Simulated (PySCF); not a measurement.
[YbH4]− at several levels of theory

Computed with PySCF 2.14.0 (density fitting, no spin-orbit coupling) at the geometry relaxed with PBE0:

```xyz
5
[YbH4]− (singlet in the valence; each metal's 4f electrons, 13 of them, lie in its core potential, out of spins and levels)
Yb    0.0000    0.0000    0.0000
H     1.1808    1.1808    1.1808
H    -1.1808   -1.1808    1.1808
H     1.1808   -1.1808   -1.1808
H    -1.1808    1.1808   -1.1808
```

```
 level                                  basis    state  HOMO (eV)  gap (eV)  charge on Yb1 (e)  population of f-type functions on Yb1 (polarisation alone where 4f lies in the core)  dipole about the centre of mass (D)  largest force component (eV/Å)
  PBE0  Yb lcecp-1-SVP with ECP59, H def2-SVP  singlet      -2.08      6.40               0.20                                                                                  0.01                                 0.00                            0.00
  BLYP                               the same  singlet      -0.73      4.34              -0.06                                                                                  0.01                                 0.00                            0.04
revPBE                               the same  singlet      -0.81      4.43               0.05                                                                                  0.01                                 0.00                            0.04
```

In the lcecp rows the 4f levels are missing from HOMO and gap, and the state counts the valence alone.

Charges are Mulliken's, which hang on the basis. The relaxation used the grid (50, 194), these runs (75, 302) or, all-electron (x2c bases, spin-free X2C Hamiltonian), (99, 590).

Question: What does PBE0 with Yb lcecp-1-TZVP with ECP59, H def2-TZVP give here?

Answer: state singlet, HOMO (eV) -2.15, gap (eV) 6.43, charge on Yb1 (e) 0.53, population of f-type functions on Yb1 (polarisation alone where 4f lies in the core) 0.02, dipole about the centre of mass (D) 0.00, largest force component (eV/Å) 0.00. Time: 3.6 s on 2 threads of Intel(R) Xeon(R) Platinum 8488C (Sapphire Rapids) (shared host), from free ions and atoms.

In the first row's basis the gap widens with exact exchange: 4.3 to 4.4 eV for BLYP, revPBE (none); 6.4 eV for PBE0 (a fixed share).

An lcecp potential fixes the number of 4f electrons, so in runs with it no electron can move into or out of that shell.
